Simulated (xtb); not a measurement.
C₆H₁₃O₃ (SMILES COCC(C)OC(C)=[OH+]), charge +1, singlet, from a rough starting geometry; GFN2-xTB run with xtb.

The xtb input:
```
$ xtb mol.xyz --gfn 2 --chrg 1 --opt vtight --json

# file mol.xyz
22

C      1.89364953     1.59579865     1.42458457
O      0.98208927     0.62197695     0.88430226
C      1.39698414    -0.07059257    -0.23498531
C      0.37287695    -1.05548997    -0.60841681
C      0.58527134    -1.74559630    -1.93732280
O     -0.91549900    -0.28464094    -0.65141044
C     -1.67180487    -0.05620785     0.31407554
C     -2.71110517     0.84140386     0.07376500
O     -1.39910057    -0.69027514     1.48626969
H      2.12785069     2.32894429     0.69098851
H      1.41715874     2.10746434     2.25105815
H      2.83232664     1.04648747     1.70257411
H      2.35701867    -0.59322567    -0.00760561
H      1.60793347     0.64631335    -1.04865220
H      0.23534639    -1.82723734     0.21945038
H     -0.25123952    -2.42765056    -2.13839048
H      0.61604095    -1.04426771    -2.72013041
H      1.43141823    -2.29147388    -1.89882857
H     -2.83135515     1.54021567     0.94175052
H     -3.68804174     0.34737179     0.10922025
H     -2.63084788     1.43332894    -0.82219627
H     -2.01557917    -0.49752031     2.13826540
```

**Question.** What does xtb print? Leave out banner, timings and long lists.

**Answer.** 
```
   ID    Z sym.   atoms
    1    6 C      1, 3-5, 7, 8
    2    8 O      2, 6, 9
    3    1 H      10-22

           -------------------------------------------------
          |                Calculation Setup                |
           -------------------------------------------------

           -------------------------------------------------
          |                 G F N 2 - x T B                 |
           -------------------------------------------------

          ...................................................
          :                      SETUP                      :
          :.................................................:
          :  # basis functions                  49          :
          :  # atomic orbitals                  49          :
          :  # shells                           31          :
          :  # electrons                        54          :
          :  max. iterations                   250          :
          :  Hamiltonian                  GFN2-xTB          :
          :  restarted?                      false          :
          :  GBSA solvation                  false          :
          :  PC potential                    false          :
          :  electronic temp.          300.0000000     K    :
          :  accuracy                    1.0000000          :
          :  -> integral cutoff          0.2500000E+02      :
          :  -> integral neglect         0.1000000E-07      :
          :  -> SCF convergence          0.1000000E-05 Eh   :
          :  -> wf. convergence          0.1000000E-03 e    :
          :  Broyden damping             0.4000000          :
          :  net charge                          1          :
          :  unpaired electrons                  0          :
          ...................................................

 iter      E             dE          RMSdq      gap      omega  full diag
   1    -31.5006324 -0.315006E+02  0.406E+00    5.39       0.0  T
   2    -31.5714281 -0.707957E-01  0.223E+00    2.75       1.0  T
   3    -31.5755106 -0.408251E-02  0.115E+00    2.48       1.0  T
   4    -31.5788201 -0.330948E-02  0.213E-01    1.73       1.0  T
   5    -31.5790602 -0.240096E-03  0.843E-02    1.97       1.0  T
   6    -31.5791039 -0.437711E-04  0.333E-02    1.98       1.0  T
   7    -31.5791056 -0.163145E-05  0.118E-02    1.99       1.8  T
   8    -31.5791061 -0.533929E-06  0.302E-03    1.99       7.1  T
   9    -31.5791061 -0.189316E-07  0.135E-03    1.99      15.7  T
  10    -31.5791061 -0.525566E-08  0.402E-04    1.99      53.1  T
  11    -31.5791061 -0.327404E-09  0.141E-04    1.99     151.3  T

   *** convergence criteria satisfied after 11 iterations ***

         :::::::::::::::::::::::::::::::::::::::::::::::::::::
         ::                     SUMMARY                     ::
         :::::::::::::::::::::::::::::::::::::::::::::::::::::
         :: total energy             -31.219593697084 Eh    ::
         :: gradient norm              0.200301909653 Eh/a0 ::
         :: HOMO-LUMO gap              1.989627149553 eV    ::
         ::.................................................::
         :: SCC energy               -31.578990201025 Eh    ::
         :: -> isotropic ES            0.128051400218 Eh    ::
         :: -> anisotropic ES         -0.006037447588 Eh    ::
         :: -> anisotropic XC          0.005310188575 Eh    ::
         :: -> dispersion             -0.012632394057 Eh    ::
         :: repulsion energy           0.359396503941 Eh    ::
         :: add. restraining           0.000000000000 Eh    ::
         :: total charge               1.000000000000 e     ::
         :::::::::::::::::::::::::::::::::::::::::::::::::::::

      -----------------------------------------------------------
     |                   =====================                   |
     |                        A N C O P T                        |
     |                   =====================                   |
     |               Approximate Normal Coordinate               |
     |                Rational Function Optimizer                |
      -----------------------------------------------------------
      -----------------------------------------------------------
     |                   =====================                   |
     |                        A N C O P T                        |
     |                   =====================                   |
     |               Approximate Normal Coordinate               |
     |                Rational Function Optimizer                |
      -----------------------------------------------------------

          ...................................................
          :                      SETUP                      :
          :.................................................:
          :   optimization level         verytight          :
          :   max. optcycles                   440          :
          :   ANC micro-cycles                  20          :
          :   degrees of freedom                60          :
          :.................................................:
          :   RF solver                   davidson          :
          :   write xtbopt.log                true          :
          :   linear?                        false          :
          :   energy convergence         0.1000000E-06 Eh   :
          :   grad. convergence          0.2000000E-03 Eh/α :
          :   maxmium RF displ.          1.0000000          :
          :   Hlow (freq-cutoff)         0.1000000E-01      :
          :   Hmax (freq-cutoff)         5.0000000          :
          :   S6 in model hess.         20.0000000          :
          ...................................................

generating ANC from exact Hessian ...
Using Lindh-Hessian (1995)
 Shifting diagonal of input Hessian by    8.7188711160554860E-003
 Lowest  eigenvalues of input Hessian
[...]
 * total energy  :   -31.2467461 Eh     change       -0.2109853E-05 Eh
 * total energy  :   -31.2467477 Eh     change       -0.1623257E-05 Eh
 * total energy  :   -31.2467495 Eh     change       -0.1760830E-05 Eh
 * total energy  :   -31.2467516 Eh     change       -0.2128536E-05 Eh
 * total energy  :   -31.2467539 Eh     change       -0.2267329E-05 Eh
 * total energy  :   -31.2467558 Eh     change       -0.1924317E-05 Eh
 * total energy  :   -31.2467572 Eh     change       -0.1377375E-05 Eh
 * total energy  :   -31.2467583 Eh     change       -0.1077502E-05 Eh
 * total energy  :   -31.2467588 Eh     change       -0.5533078E-06 Eh
 * total energy  :   -31.2467591 Eh     change       -0.2605926E-06 Eh
 * total energy  :   -31.2467592 Eh     change       -0.1215748E-06 Eh
 * total energy  :   -31.2467592 Eh     change       -0.5838753E-07 Eh
   *** GEOMETRY OPTIMIZATION CONVERGED AFTER 33 ITERATIONS ***
         :: total energy             -31.246759248240 Eh    ::
[...]
        18        2.0000           -0.6692223             -18.2105
        19        2.0000           -0.6638844             -18.0652
        20        2.0000           -0.6613843             -17.9972
        21        2.0000           -0.6377708             -17.3546
        22        2.0000           -0.6241124             -16.9830
        23        2.0000           -0.6128337             -16.6761
        24        2.0000           -0.6083994             -16.5554
        25        2.0000           -0.5945919             -16.1797
        26        2.0000           -0.5899830             -16.0543
        27        2.0000           -0.5433833             -14.7862 (HOMO)
        28                         -0.4572851             -12.4434 (LUMO)
        29                         -0.2103026              -5.7226
        30                         -0.1316155              -3.5814
        31                         -0.1246609              -3.3922
        32                         -0.0682470              -1.8571
        33                         -0.0495392              -1.3480
        34                         -0.0307098              -0.8357
        35                         -0.0204779              -0.5572
        36                         -0.0089260              -0.2429
        37                         -0.0041174              -0.1120
        38                          0.0173784               0.4729
       ...                                ...                  ...
        49                          0.3004016               8.1743
      -------------------------------------------------------------
                  HL-Gap            0.0860982 Eh            2.3429 eV
             Fermi-level           -0.5003342 Eh          -13.6148 eV

     #   Z          covCN         q      C6AA      α(0)
     1   6 C        3.651     0.027    20.432     6.492
     2   8 O        1.700    -0.327    19.479     5.959
     3   6 C        3.702     0.070    19.553     6.323
     4   6 C        3.743     0.095    19.082     6.232
     5   6 C        3.753    -0.138    23.218     6.871
     6   8 O        1.703    -0.110    15.985     5.398
     7   6 C        2.712     0.368    20.764     7.459
     8   6 C        3.754    -0.175    23.974     6.982
     9   8 O        1.660    -0.268    18.455     5.799
    10   1 H        0.924     0.050     2.326     2.385
    11   1 H        0.925     0.073     2.049     2.238
    12   1 H        0.924     0.056     2.251     2.346
    13   1 H        0.924     0.070     2.084     2.258
    14   1 H        0.923     0.061     2.190     2.314
    15   1 H        0.924     0.092     1.864     2.135
    16   1 H        0.925     0.086     1.918     2.166
    17   1 H        0.925     0.087     1.909     2.160
    18   1 H        0.925     0.091     1.868     2.137
    19   1 H        0.924     0.147     1.414     1.860
    20   1 H        0.925     0.130     1.538     1.939
    21   1 H        0.925     0.135     1.501     1.916
    22   1 H        0.804     0.383     0.517     1.130

 Mol. C6AA /au·bohr⁶  :       3293.479907
 Mol. C8AA /au·bohr⁸  :      70103.408604
 Mol. α(0) /au        :         84.499895

Wiberg/Mayer (AO) data.
largest (>0.10) Wiberg bond orders for each atom

 ---------------------------------------------------------------------------
     #   Z sym  total        # sym  WBO       # sym  WBO       # sym  WBO
 ---------------------------------------------------------------------------
     1   6 C    3.930 --    11 H    0.978    10 H    0.978    12 H    0.978
                             2 O    0.971
     2   8 O    2.069 --     3 C    0.995     1 C    0.971
     3   6 C    3.953 --     2 O    0.995     4 C    0.967    14 H    0.963
                            13 H    0.955
     4   6 C    3.871 --     5 C    1.010     3 C    0.967    15 H    0.957
                             6 O    0.856
     5   6 C    3.972 --     4 C    1.010    17 H    0.978    16 H    0.978
                            18 H    0.973
     6   8 O    2.527 --     7 C    1.425     4 C    0.856     9 O    0.129
     7   6 C    3.888 --     6 O    1.425     9 O    1.297     8 C    1.045
     8   6 C    3.960 --     7 C    1.045    21 H    0.965    20 H    0.943
                            19 H    0.916
     9   8 O    2.349 --     7 C    1.297    22 H    0.830     6 O    0.129
    10   1 H    0.998 --     1 C    0.978
    11   1 H    0.994 --     1 C    0.978
    12   1 H    0.997 --     1 C    0.978
    13   1 H    0.994 --     3 C    0.955
    14   1 H    0.996 --     3 C    0.963
    15   1 H    0.992 --     4 C    0.957
    16   1 H    0.992 --     5 C    0.978
    17   1 H    0.992 --     5 C    0.978
    18   1 H    0.991 --     5 C    0.973
    19   1 H    0.978 --     8 C    0.916
    20   1 H    0.982 --     8 C    0.943
    21   1 H    0.982 --     8 C    0.965
    22   1 H    0.853 --     9 O    0.830
 ---------------------------------------------------------------------------

Topologies differ in total number of bonds
Writing topology from bond orders to xtbtopo.mol

molecular dipole:
                 x           y           z       tot (Debye)
 q only:       -1.871      -0.056       0.474
   full:       -1.877       0.024       0.677       5.071
molecular quadrupole (traceless):
                xx          xy          yy          xz          yz          zz
 q only:       11.079      -3.336      -6.917      -7.944       5.022      -4.162
  q+dip:       12.127      -2.347      -7.382      -8.887       3.181      -4.745
   full:       12.335      -1.954      -7.310      -8.766       4.293      -5.026

optimized geometry written to: xtbopt.xyz

           -------------------------------------------------
          | TOTAL ENERGY              -31.246759248240 Eh   |
          | GRADIENT NORM               0.000045261698 Eh/α |
          | HOMO-LUMO GAP               2.342851401073 eV   |
           -------------------------------------------------
```
